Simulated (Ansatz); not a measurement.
Relaxation of ClH₄InO₂ (8 atoms, charge 0, multiplicity 1), to a largest force component of 0.03 eV/Å in at most 50 steps.

Theory: RKS PBE0/def2-SVP (Ansatz 0.2.0).

```xyz
8
Properties=species:S:1:pos:R:3
In 0.281 0.557 -0.416
O -0.194 0.221 2.707
H -1.137 0.050 2.810
O 1.914 -0.194 -1.254
H 1.716 -0.977 -1.783
Cl -1.727 -0.498 -1.095
H 0.197 1.932 0.671
H -0.163 1.126 2.319
```

Where does it end, and by what steps?

It converged. After 11 steps the energy has fallen by 0.652 eV; H3 moved furthest, 1.09 Å. Joined: In1–O2 (3.18 → 2.37 Å).

```
step  energy less start (eV)  largest force component (eV/Å)  accepted
   0                  0.0000                           0.831       yes
   1                 -0.0805                           2.324       yes
   2                 -0.1551                           2.756       yes
   3                 -0.2945                           2.100       yes
   4                 -0.4369                           0.696       yes
   5                 -0.5297                           0.705       yes
   6                 -0.5795                           0.871       yes
   7                 -0.6183                           0.524       yes
   8                 -0.6335                           0.850       yes
   9                 -0.6467                           0.231       yes
  10                 -0.6502                           0.272       yes
  11                 -0.6525                           0.021       yes
```

```xyz
8
Properties=species:S:1:pos:R:3
In 0.244 0.866 -0.215
O -0.012 0.096 2.009
H -0.861 -0.352 1.831
O 1.789 -0.195 -0.888
H 1.539 -1.109 -1.068
Cl -1.817 -0.383 -0.397
H 0.189 2.561 -0.031
H -0.184 0.731 2.717
```

Run time: 35 s on 2 threads of Arm Neoverse V1, with other jobs on the host, peak memory 0.2 GiB.
